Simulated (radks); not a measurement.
Dynamic dipole polarisability and lines of the zinc ion Zn20+, [Ne]. Calculated with a radial shooting solver on a logarithmic mesh with Libxc functionals: non-relativistic Kohn-Sham, LB94 model potential, spin-unpolarised, spherical densities, point nucleus. Time-dependent linear response with the Hartree and adiabatic LDA kernel, continuum included through the Sternheimer equations. Lines are the poles of the dipole polarisability below minus the highest occupied eigenvalue, found on a grid refined at the orbital gaps; the lowest seven at most are given, and weak or close lines can be missed. The first line takes the name of the lowest orbital gap if no other gap lies below it; otherwise a line is named after a gap within 0.6 % of it, if that gap stands alone.

photon energy (eV),alpha (bohr^3)
0,0.002945
30.005,0.002945
210.04,0.003028
390.07,0.003267
570.10,0.003732
750.13,0.004689
930.16,0.007293
1110.2,0.02459
1290.2,-0.006396
1470.3,-0.01051
1650.3,0.0003473

Lines (eV, oscillator strength): 1047.2 (1.184 nm, 2p-3s), f = 0.184; 1154.2 (1.074 nm, unassigned), f = 2.98; 1210.8 (1.024 nm, 2s-3p), f = 0.562; 1408.2 (0.8804 nm, 2p-4s), f = 0.0357; 1450.4 (0.8548 nm, unassigned), f = 0.728. Higher lines, where found, are left out when the end of the mesh affects them. Those listed give 79 % of the static polarisability (sum of f/w^2). Orbital energy gaps for comparison: 2p-3s 1045.4 eV; 2p-3d 1136.9 eV; 2s-3p 1209.8 eV; 2p-4s 1407.6 eV; 2p-4d 1444.0 eV.
